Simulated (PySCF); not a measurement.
BClH₃OSi, B₂H₃NSi, B₂H₄OSi (calculated)

All values are calculated (PySCF 2.14.0). Calculation on a computer-drawn molecule: the log of a Hartree-Fock and frozen-core CCSD(T) single point meant for a local Hartree-Fock minimum, with one planted fault or none, to be diagnosed. Offsets are logged minus clean, where the clean run is the same molecule without the fault. The reference is restricted for singlets and unrestricted otherwise, and also for a bond in bohr or an excited solution. Adding or removing an electron swaps singlet and doublet. The excited solution moves the top pair (singlet) or top alpha electron (doublet) to the lowest empty orbital. Highest occupied and lowest empty are orbital energies over both spins, largest force is the largest gradient component, triples share is (T) over the correlation energy, the T1 limit is 0.02 restricted and 0.045 unrestricted, electrons count all cores, a negative frequency is imaginary (commonest isotopes), and the dipole is about the centre of nuclear charge.

Common to all runs: meant charge 0; meant basis cc-pV(D+d)Z; logged SCF converged yes; logged CC converged yes; logged SCF stable within its kind yes; possible faults no fault, one electron removed, one electron added, multiplicity raised by two, geometry at a saddle point, SCF held on an excited solution, minimal basis STO-3G, one bond length entered in bohr, all coordinates scaled.

```json
{"entry": 1, "formula": "BClH3OSi", "logged_structure": {"atoms_angstrom": [["B", -1.4564, -1.1686, -0.7681], ["Si", -1.3493, 0.31, 0.1412], ["O", -0.3622, 0.6354, 1.2054], ["Cl", -2.4889, 1.7964, -0.0652], ["H", -0.7329, -1.9647, -0.5562], ["H", -2.2476, -1.2494, -1.5225], ["H", -0.3774, 1.4014, 1.6133]]}, "given": {"meant_multiplicity": 2, "logged_electrons": 47, "logged_basis_functions": 89, "logged_spin_squared": 0.7582, "logged_highest_occupied [eV]": -7.9427, "logged_lowest_empty [eV]": 1.3793, "logged_largest_force [hartree/bohr]": 0.10292, "logged_T1_diagnostic": 0.012089, "logged_D1_diagnostic": 0.041721, "logged_triples_share": 0.023258, "logged_dipole_magnitude [debye]": 3.4301, "logged_energy_HF [hartree]": -849.71447, "logged_energy_CCSD(T) [hartree]": -850.24965, "drawn_bonds_atom": [1, 2, 2, 1, 1, 3], "drawn_bonds_other_atom": [2, 3, 4, 5, 6, 7], "drawn_bonds_order": [1, 1, 1, 1, 1, 1]}, "results": {"planted_fault": "all coordinates scaled, by -8.3 %", "HF_energy_offset_from_clean_run [kcal/mol]": 38.49, "CCSD(T)_energy_offset_from_clean_run [kcal/mol]": 44.74}}
{"entry": 2, "formula": "BClH3OSi", "logged_structure": {"atoms_angstrom": [["B", -1.5882, -1.2744, -0.8377], ["Si", -1.3676, 1.7726, 1.0364], ["O", -0.2911, 2.1275, 2.1968], ["Cl", -2.6103, 3.3936, 0.8113], ["H", -0.7993, -2.1425, -0.6066], ["H", -2.4511, -1.3625, -1.6603], ["H", -0.3076, 2.9628, 2.6416]]}, "given": {"meant_multiplicity": 2, "logged_electrons": 47, "logged_basis_functions": 89, "logged_spin_squared": 0.8064, "logged_highest_occupied [eV]": -8.4687, "logged_lowest_empty [eV]": 1.2436, "logged_largest_force [hartree/bohr]": 0.029256, "logged_T1_diagnostic": 0.023997, "logged_D1_diagnostic": 0.11109, "logged_triples_share": 0.02384, "logged_dipole_magnitude [debye]": 1.1405, "logged_energy_HF [hartree]": -849.70053, "logged_energy_CCSD(T) [hartree]": -850.23411, "drawn_bonds_atom": [1, 2, 2, 1, 1, 3], "drawn_bonds_other_atom": [2, 3, 4, 5, 6, 7], "drawn_bonds_order": [1, 1, 1, 1, 1, 1]}, "results": {"planted_fault": "one bond length entered in bohr, row 1 of the drawn bonds", "HF_energy_offset_from_clean_run [kcal/mol]": 47.24, "CCSD(T)_energy_offset_from_clean_run [kcal/mol]": 54.49}}
{"entry": 3, "formula": "B2H3NSi", "logged_structure": {"atoms_angstrom": [["B", -1.2633, 0.1319, 0.7189], ["Si", 0.6971, -0.2167, 0.9073], ["B", 1.0803, 1.2063, -0.4893], ["N", 1.3598, 2.0607, -1.3313], ["H", -1.8205, 0.9403, 1.4133], ["H", -1.9317, -0.4841, -0.0686], ["H", 1.5925, 2.7425, -2.0041]]}, "given": {"meant_multiplicity": 1, "logged_electrons": 34, "logged_basis_functions": 80, "logged_spin_squared": 0.0, "logged_highest_occupied [eV]": -8.9455, "logged_lowest_empty [eV]": 0.11898, "logged_largest_force [hartree/bohr]": 1.1161e-05, "logged_lowest_frequency [cm^-1]": 97.398, "logged_T1_diagnostic": 0.021069, "logged_D1_diagnostic": 0.052406, "logged_triples_share": 0.038117, "logged_dipole_magnitude [debye]": 0.43404, "logged_energy_HF [hartree]": -394.43061, "logged_energy_CCSD(T) [hartree]": -394.8944, "drawn_bonds_atom": [1, 2, 3, 1, 1, 4], "drawn_bonds_other_atom": [2, 3, 4, 5, 6, 7], "drawn_bonds_order": [1, 1, 2, 1, 1, 1]}, "results": {"planted_fault": "no fault", "HF_energy_offset_from_clean_run [kcal/mol]": 0.0, "CCSD(T)_energy_offset_from_clean_run [kcal/mol]": 0.0}, "notes": ["T1 above single-reference limit"]}
{"entry": 4, "formula": "B2H3NSi", "logged_structure": {"atoms_angstrom": [["B", -1.2633, 0.1319, 0.7189], ["Si", 0.6971, -0.2167, 0.9073], ["B", 1.0803, 1.2063, -0.4893], ["N", 1.3598, 2.0607, -1.3313], ["H", -1.8205, 0.9403, 1.4133], ["H", -1.9317, -0.4841, -0.0686], ["H", 1.5925, 2.7425, -2.0041]]}, "given": {"meant_multiplicity": 1, "logged_electrons": 33, "logged_basis_functions": 80, "logged_spin_squared": 0.815, "logged_highest_occupied [eV]": -15.909, "logged_lowest_empty [eV]": -6.9606, "logged_largest_force [hartree/bohr]": 0.035714, "logged_T1_diagnostic": 0.031733, "logged_D1_diagnostic": 0.10289, "logged_triples_share": 0.041587, "logged_dipole_magnitude [debye]": 3.3517, "logged_energy_HF [hartree]": -394.1395, "logged_energy_CCSD(T) [hartree]": -394.57784, "drawn_bonds_atom": [1, 2, 3, 1, 1, 4], "drawn_bonds_other_atom": [2, 3, 4, 5, 6, 7], "drawn_bonds_order": [1, 1, 2, 1, 1, 1]}, "results": {"planted_fault": "one electron removed", "HF_energy_offset_from_clean_run [kcal/mol]": 182.7, "CCSD(T)_energy_offset_from_clean_run [kcal/mol]": 198.6}}
{"entry": 5, "formula": "B2H4OSi", "logged_structure": {"atoms_angstrom": [["B", -2.3833, 0.0665, 0.0], ["Si", -0.5035, -0.0065, 0.0], ["B", 1.4582, -0.2429, 0.0], ["O", 2.2935, 0.8162, 0.0], ["H", -2.9331, 1.13, 0.0], ["H", -2.9926, -0.9653, 0.0], ["H", 1.8511, -1.3791, 0.0], ["H", 3.2096, 0.581, 0.0]]}, "given": {"meant_multiplicity": 1, "logged_electrons": 36, "logged_basis_functions": 85, "logged_spin_squared": 0.0, "logged_highest_occupied [eV]": -7.2155, "logged_lowest_empty [eV]": 0.74987, "logged_largest_force [hartree/bohr]": 3.8669e-05, "logged_lowest_frequency [cm^-1]": -182.87, "logged_T1_diagnostic": 0.023043, "logged_D1_diagnostic": 0.072138, "logged_triples_share": 0.033976, "logged_dipole_magnitude [debye]": 3.1316, "logged_energy_HF [hartree]": -415.42974, "logged_energy_CCSD(T) [hartree]": -415.93475, "drawn_bonds_atom": [1, 2, 3, 1, 1, 3, 4], "drawn_bonds_other_atom": [2, 3, 4, 5, 6, 7, 8], "drawn_bonds_order": [1, 1, 1, 1, 1, 1, 1]}, "results": {"planted_fault": "geometry at a saddle point", "HF_energy_offset_from_clean_run [kcal/mol]": 14.62, "CCSD(T)_energy_offset_from_clean_run [kcal/mol]": 11.11}, "notes": ["T1 above single-reference limit"]}
```
